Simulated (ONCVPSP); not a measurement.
## Potentials for Ag (Z = 47) compared

Generated with ld1.x 7.5 (TM, RRKJ, ultrasoft, PAW), atompaw 4.2 or ONCVPSP 4.0.1. The cutoff is in Ry: for ld1.x and atompaw files where the sum of valence levels is converged to 10 mRy in a Bessel basis, for ONCV files where the hardest occupied wave has 1 mHa per electron of residual kinetic energy. The error is the largest all-electron minus pseudo excitation energy over each file’s own four to seven test configurations (ionisations up to +4, promotions, holes and added fractions of an electron), all of which were solved. The labels leave out finer settings (local radius, basis sizes, second energies), which also bear on the numbers. Spin-polarised tests are not counted. The rows are a selection from randomly drawn settings: files with unsolved tests, undetermined cutoffs or missed reference levels are left out.

A true bound ghost makes a file unfit for plane-wave use even where its test errors are small: the radial tests pick states by their node count and pass the ghost by.

| potential | cutoff (Ry) | largest error (meV) | bound ghosts |
| --- | --- | --- | --- |
| ONCV, Wu-Cohen, scalar-relativistic, rc 1.55/1.35/1.25/1.25 (spdf), local f, core correction no, reference 4s2 4p6 4d10 5s1, qcut 10.1/11/6.9/9.7, projectors 2/2/2/0 | 142 | -16 | none |
| ONCV, PBEsol, fully relativistic, rc 1.50/1.15/1.35/1.60 (spdf), local smoothed, core correction yes, reference 4s2 4p6 4d10 5s1, qcut 9.9/8/6/7.1, projectors 2/1/2/2 | 232 | -159 | none |
| ONCV, PBEsol, fully relativistic, rc 1.35/1.20/1.15 (spd), local smoothed, core correction no, reference 4s2 4p6 4d9, qcut 9.8/11.4/8.3, projectors 2/2/3 | 104 | +1.8 | d5/2, d3/2 |
| ONCV, LDA (Perdew-Wang 92), non-relativistic, rc 2.65/2.80/1.15 (spd), local smoothed, core correction no, reference 4d10 5s1, qcut 2.5/3.5/7.4, projectors 1/2/2 | 106 | -105 | s, p |

Question: Fill in the row for Ag: ONCV, PBEsol, scalar-relativistic, rc 1.20/1.20/1.90 (spd), local smoothed, core correction yes, reference 4s2 4p6 4d10 5s1, qcut 10/10/8.9, projectors 2/3/2.

Answer: cutoff 80 Ry, largest error -112 meV, bound ghosts: none.

Question: Fill in the row for Ag: ONCV, PBE, scalar-relativistic, rc 1.70/1.05/1.05 (spd), local d, core correction no, reference 4s2 4p6 4d10 5s1, qcut 9.3/7.6/9.2, projectors 2/1/0.

Answer: cutoff 290 Ry, largest error -209 meV, bound ghosts: none.

Question: Fill in the row for Ag: ONCV, PBEsol, scalar-relativistic, rc 2.45/2.30/1.80 (spd), local smoothed, core correction yes, reference 4d10 5s1, qcut 2.1/3.7/7.5, projectors 3/1/2.

Answer: cutoff 46 Ry, largest error -79 meV, bound ghosts: p.
